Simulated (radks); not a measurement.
Er3+, configuration [Kr] 4d10 4f11 5s1 5p6 6p1 (not the ground configuration).

Method: non-relativistic Kohn-Sham, SCAN, spin-unpolarised, spherical densities, point nucleus; meta-GGA in the generalised Kohn-Sham scheme; relativity is left out, which matters for an element this heavy; computed with a radial shooting solver on a logarithmic mesh with Libxc functionals.

Energy parts (eV):
| part | energy |
|---|---|
| total | -340111.10 |
| kinetic | 340016.68 |
| electron-nucleus | -806368.56 |
| Hartree | 133460.18 |
| exchange-correlation | -7219.41 |

Orbitals (lengths in bohr, moments of r in powers of bohr; r(90%) holds 90 % of the orbital's charge):
| orbital | occ. | eigenvalue (eV) | <r^4> | r(90%) |
|---|---|---|---|---|
| 1s | 2 | -53540.39 | 1.115e-06 | 0.0396 |
| 2s | 2 | -8687.491 | 0.0001851 | 0.145 |
| 2p | 6 | -8289.235 | 0.0001175 | 0.129 |
| 3s | 2 | -1974.893 | 0.006672 | 0.353 |
| 3p | 6 | -1793.347 | 0.006060 | 0.346 |
| 3d | 10 | -1456.643 | 0.004282 | 0.318 |
| 4s | 2 | -417.0865 | 0.1620 | 0.780 |
| 4p | 6 | -343.5532 | 0.1839 | 0.807 |
| 4d | 10 | -212.1091 | 0.2535 | 0.876 |
| 4f | 11 | -48.6056 | 1.091 | 1.22 |
| 5s | 1 | -81.2167 | 5.244 | 1.87 |
| 5p | 6 | -60.6347 | 8.154 | 2.09 |
| 6p | 1 | -19.9388 | 252.8 | 4.91 |

The highest occupied level is 6p at -19.939 eV. The density falls to 0.001 e/bohr^3 at r = 4.35 bohr. Summed over all electrons, <r^2> = 44.52 bohr^2, which gives a Langevin (diamagnetic) susceptibility term of -35.3 x 10^-6 cm^3/mol. The electron density at the nucleus is 2.243e+05 e/bohr^3.
